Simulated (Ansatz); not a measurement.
Relaxation of BrH3InNS (7 atoms, charge 0, multiplicity 1), to a largest force component of 0.015 eV/Å in at most 40 steps.

Level of theory: Ansatz 0.2.0, RKS LDA/def2-SVP.

```xyz
7
Properties=species:S:1:pos:R:3
N -1.009 1.476 0.071
In 0.102 -0.237 -0.177
S 1.974 -0.901 1.208
Br -0.275 -1.539 -2.265
H -0.477 2.213 0.526
H -1.355 1.851 -0.808
H 2.248 -1.930 0.410
```

Problem. Where does it end, and by what steps?

Solution. The forces met the threshold. After 8 steps the energy has fallen by 0.101 eV; In2 moved furthest, 0.20 Å.

```
step  energy less start (eV)  largest force component (eV/Å)  accepted
   0                  0.0000                           1.067       yes
   1                 -0.0705                           0.314       yes
   2                 -0.0878                           0.373       yes
   3                 -0.0986                           0.079       yes
   4                 -0.0999                           0.052       yes
   5                 -0.0998                           0.038        no
   6                 -0.1007                           0.029       yes
   7                 -0.1009                           0.029       yes
   8                 -0.1009                           0.012       yes
```

```xyz
7
Properties=species:S:1:pos:R:3
N -0.944 1.459 0.048
In 0.252 -0.123 -0.256
S 1.946 -0.911 1.207
Br -0.261 -1.562 -2.197
H -0.538 2.243 0.573
H -1.417 1.806 -0.795
H 2.172 -1.978 0.384
```

Whether the end is a true minimum wasn't checked by a vibrational analysis.

The run took 16 s on 2 threads of Arm Neoverse V1, on a shared host, peak memory 0.15 GiB.
